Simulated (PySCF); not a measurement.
Isomers of C6H14BP, from PBE0-D3(BJ)/def2-SVP geometry optimisation, gas phase (PySCF). One conformer each, no zero-point energy, no frequencies.

Problem. Which is lowest in electronic energy at this level?
A. `[BH3-:1][P@@H+:2]([CH3:3])[C:4]1=[CH:5][CH2:6][CH2:7][CH2:8]1` with B1–P2–C4–C5 0°, C4–C5–C6–C7 13°, C5–C6–C7–C8 -21°, C6–C7–C8–C4 21°, P2–C4–C8–C7 169°: A = 3111, B = 1071, C = 872.3 MHz, dipole 5.26 D
B. `[BH3-][P@+]12CC[C@H](CC1)C2`: A = 2742, B = 1624, C = 1413 MHz, dipole 5.59 D
C. `[BH3-:1][P@H+:2]1[CH2:3][CH2:4][C:5]([CH3:6])=[C:7]1[CH3:8]` with B1–P2–C3–C4 145°, P2–C3–C4–C5 -22°, C3–C4–C5–C6 -165°, B1–P2–C7–C5 -137°: A = 2472, B = 1415, C = 974.9 MHz, dipole 5.83 D

Solution. B. That is `[BH3-][P@+]12CC[C@H](CC1)C2`, 16.2 kcal/mol below the next.

```json
{"SMILES": "[BH3-][P@+]12CC[C@H](CC1)C2", "mapped SMILES": "[BH3-:1][P@+:2]12[CH2:3][CH2:4][C@H:5]([CH2:6][CH2:7]1)[CH2:8]2", "E (Eh)": "-602.55747", "relative (kcal/mol)": "0.0", "relative (kJ/mol)": "0.0", "dipole (D)": "5.59"}
{"SMILES": "[BH3-][P@H+]1CCC(C)=C1C", "mapped SMILES": "[BH3-:1][P@H+:2]1[CH2:3][CH2:4][C:5]([CH3:6])=[C:7]1[CH3:8]", "E (Eh)": "-602.53169", "relative (kcal/mol)": "16.2", "relative (kJ/mol)": "67.7", "dipole (D)": "5.83"}
{"SMILES": "[BH3-][P@@H+](C)C1=CCCC1", "mapped SMILES": "[BH3-:1][P@@H+:2]([CH3:3])[C:4]1=[CH:5][CH2:6][CH2:7][CH2:8]1", "E (Eh)": "-602.52300", "relative (kcal/mol)": "21.6", "relative (kJ/mol)": "90.5", "dipole (D)": "5.26"}
```
